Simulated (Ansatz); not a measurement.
`C[SiH](F)CO` → `CC[SiH](O)F`  (isomerisation)

Gas-phase electronic energies from Ansatz, PBE0-D4/def2-TZVP geometries. CBS: MP2 limit from def2 TZ/QZ plus the TZ coupled-cluster correction, frozen cores. DFT in def2-TZVPP. B3LYP here is the variant with VWN-RPA as its local correlation; programs differ in this. Each species was taken in one conformer, which may not be the lowest.

(1) Is it downhill or uphill in electronic energy at CCSD(T)/CBS, and by how much? (Estimate.)

(2) What do these levels give: r2SCAN-D4, PBE0-D4, B3LYP-D4, B2PLYP, PBE0, HF/def2-TZVPP, SCS-MP2/def2-TZVPP, CCSD/def2-TZVPP, CCSD(T)/def2-TZVPP, HF/def2-QZVPP, MP2/CBS(def2), CCSD/CBS(def2)? (Estimate.)

Largest T1 diagnostic among the species: 0.011.

Answers

(1) Computed: Downhill: ΔE = -1.79 eV.

(2) Ansatz gave: r2SCAN-D4 -1.73, PBE0-D4 -1.69, B3LYP-D4 -1.71, B2PLYP -1.77, PBE0 -1.68, HF/def2-TZVPP -1.85, SCS-MP2/def2-TZVPP -1.83, CCSD/def2-TZVPP -1.80, CCSD(T)/def2-TZVPP -1.78, HF/def2-QZVPP -1.86, MP2/CBS(def2) -1.87, CCSD/CBS(def2) -1.81 eV.

From PBE to PBE0 (25 % exact exchange), in def2-TZVPP and without D4, ΔE moves by −0.08 eV.
